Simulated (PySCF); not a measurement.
Geometry:
```csv
atom,x (Å),y (Å),z (Å)
C1,-2.188,0.089,0.445
C2,-0.675,0.006,0.578
C3,0.049,-0.197,-0.752
Si4,1.917,-0.306,-0.600
O5,2.566,1.067,0.101
H6,-2.597,-0.836,0.007
H7,-2.675,0.242,1.420
H8,-2.483,0.923,-0.212
H9,-0.299,0.930,1.054
H10,-0.413,-0.815,1.270
H11,-0.192,0.627,-1.447
H12,-0.304,-1.122,-1.246
H13,2.268,-1.515,0.218
H14,2.545,-0.410,-1.947
H15,2.450,1.158,1.050
```

Geometry: PBE0-D3(BJ)/def2-SVP; GIAO shifts from PySCF, gas phase, non-relativistic, averaged over equivalent atoms.

At PBE0/6-31G* (94 basis functions, 8.5 s wall time on 1 thread of an Arm Neoverse V1, shared host):
```tsv
atoms	δ (ppm)
C3	19.4
C1	19.1
C2	18.8
Si4	10.2
O5	5.7
H13/H14	5.23
H9/H10	1.43
H6/H7/H8	1.07
H11/H12	0.56
H15	0.40
```

δ = σ(ref) − σ, references computed at the same level: ¹³C (194.14 ppm) and ²⁹Si (418.09 ppm) and ¹H (31.96 ppm) against TMS; ¹⁷O (324.18 ppm) vs H2O.

Task: Estimate the result of repeating the calculation with CAM-B3LYP/pcSseg-1.

Result: 
```tsv
atoms	δ at CAM-B3LYP/pcSseg-1	change
C3	21.9	+2.5
C1	20.1	+1.0
C2	19.9	+1.1
Si4	-10.4	-20.6
O5	16.3	+10.6
H13/H14	4.80	-0.43
H9/H10	1.18	-0.25
H6/H7/H8	1.09	+0.02
H11/H12	0.43	-0.13
H15	0.76	+0.36
```

Referencing at the same level of theory: ¹³C (σref 182.45) and ²⁹Si (σref 343.41) and ¹H (σref 31.33) vs TMS; H2O for ¹⁷O (σref 338.55).

The largest change is at Si4 (silicon bonded to C, O, 2 H). Cost: 142 basis functions, 17 s wall time on 1 thread of an Arm Neoverse V1, shared host. The order of the carbon signals is the same at both levels.

Experimental scales use liquid or dissolved standards, which lie at an offset from isolated H2O (liquid H2O: subtract about 36 ppm).
